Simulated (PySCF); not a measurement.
Work out the structure from these simulated measurements.

Elements present: C, H, N, O and Si. Monoisotopic mass: 127.0453 u.

- Polarisability: 97.9 au [CAM-B3LYP/def2-SVPD]
- Rotational structure: rotational constants A, B, C: 3.095, 0.678, 0.605 GHz [GFN2-xTB]
- 13C NMR: chemical shifts (computed TMS as zero) by class: 180.4 (1 C), 115.2 (1 C), 82.3 (1 C), 67.7 (1 C), 31.8 (1 C) ppm [GIAO PBE0/pcSseg-1]
- NMR, other nuclei: isotropic shieldings of nuclei other than C and H, by class: -71 (1 N), 313 (1 O), 448 (1 Si) ppm [GIAO PBE0/pcSseg-1]
- UV, first state: lowest singlet excitation: 5.37 eV (231 nm, f = 0.009) [TDDFT CAM-B3LYP/def2-SVPD]
- Triplet: lowest triplet excitation (Tamm–Dancoff): 4.60 eV [TDA CAM-B3LYP/def2-SVPD]
- 1H NMR: chemical shifts (computed TMS as zero) by class: 11.42 (1 H), 4.53 (2 H), 4.22 (3 H), 3.35 (2 H), 0.22 (1 H) ppm [GIAO PBE0/pcSseg-1]
- UV, strongest line: among the 8 lowest singlet transitions: S8 at 7.37 eV (168 nm, f = 0.034) [TDDFT CAM-B3LYP/def2-SVPD]
- Dipole: 1.53 D [CAM-B3LYP/def2-SVPD]

The electronic properties come from PySCF, for the isolated species, density fitting. Levels stand in brackets. Geometry: GFN2-xTB, one conformer, isolated molecule. NMR classes are plain means over equivalent atoms (diastereotopic ones count apart unless rotation or inversion swaps them), as if these changed places fast.

Question: Which formula fits the mass and the elements?

Answer: C5H9NOSi (calculated 127.0453). No other formula that holds each of these elements comes within 0.0003 u with a fitting electron parity and a possible valence count.

Question: Propose a structure and show how it fits.

Answer: Numbering: `[H]/[N:1]=[C:2](\[CH2:3][OH:4])[CH2:5][C:6]#[C:7][SiH3:8]`. Its formula, C5H9NOSi, gives 3 degrees of unsaturation: 0 rings and 3 π bonds in the structure found. 5 carbons fall into 5 classes; from least to most shielded: imine carbon [C2] (180.4 ppm), alkyne carbon [C6] (115.2 ppm), alkyne carbon [C7] (82.3 ppm), carbinol carbon (C–OH) [C3] (67.7 ppm), propargylic carbon [C5] (31.8 ppm). Hydrogen classes from least to most shielded: 1 H on an imine nitrogen, N1 (11.42 ppm), 2 H on a carbinol carbon (C–OH), C3 (4.53 ppm, a mean of values up to 1.0 ppm apart in this geometry), 3 H on an SiH3 silicon, Si8 (4.22 ppm), 2 H on a propargylic carbon, C5 (3.35 ppm), 1 H on an alcohol oxygen, O4 (0.22 ppm). The other shieldings belong to: -71 ppm, imine nitrogen [N1]; 313 ppm, alcohol oxygen [O4]; 448 ppm, SiH3 silicon [Si8]. The optimised geometry has point group C1 and is an asymmetric top. Structure: `[H]/N=C(\CO)CC#C[SiH3]`. Computed isomers that give other values at the same levels: `[SiH3]CCc1ncco1` (13C chemical shifts (computed TMS as zero) by class: 170.8 (1 C), 142.8 (1 C), 136.3 (1 C), 29.6 (1 C), 12.3 (1 C) ppm); `N#CC[C@@H]1CCO[SiH2]1` (13C chemical shifts (computed TMS as zero) by class: 124.8 (1 C), 69.7 (1 C), 33.8 (1 C), 25.6 (1 C), 17.9 (1 C) ppm); `C=C1[SiH2][C@@H]1NC(C)=O` (13C chemical shifts (computed TMS as zero) by class: 168.3 (1 C), 147.8 (1 C), 134.9 (1 C), 32.4 (1 C), 24.4 (1 C) ppm). The assignments are read from this structure; whether some other isomer fits the data as well wasn't checked.

The values belong to the conformer `[H]/[N:1]=[C:2](\[CH2:3][OH:4])[CH2:5][C:6]#[C:7][SiH3:8]`: N1–C2–C3–O4 11°, N1–C2–C5–C6 -114°, H–O4–C3–C2 63°.
